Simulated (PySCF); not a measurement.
Isomers of C6H12Si2, one GFN2-xTB conformer each. Single-point energies are computed at PBE0/pcSseg-1 (PySCF, gas phase, no added dispersion term), electronic only.

Problem. Rank them by PBE0/pcSseg-1 energy, lowest first (kcal/mol).
A. `[CH:1]1=[CH:2][C@H:3]([CH:4]2[CH2:5][CH2:6]2)[SiH2:7][SiH2:8]1` with C2–C3–C4–C5 156°
B. `[CH2:1]=[CH:2][SiH2:3][C:4]#[C:5][SiH2:6][CH2:7][CH3:8]` with C1–C2–Si3–C4 0°, C5–Si6–C7–C8 -177°

Solution. A (0.0), B (12.2).

As drawn, the lower has a three-membered ring and an Si–Si bond, which the higher lacks; the higher has a C≡C bond, which the lower lacks. GFN2-xTB itself gives, in the same order: 0.0, 28.9. Both levels put the same isomer lowest.

Problem. Which frontier levels, dipoles and rotational constants go with these structures?

Solution. 
```
                       SMILES  HOMO (eV, PBE0/pcSseg-1)  LUMO (eV)  dipole (D)       A, B, C (MHz)
C1=C[C@H](C2CC2)[SiH2][SiH2]1                     -7.35      -0.22        0.85  2975, 905.3, 742.1
         C=C[SiH2]C#C[SiH2]CC                     -7.89      -0.44        0.58  3677, 434.1, 404.1
```
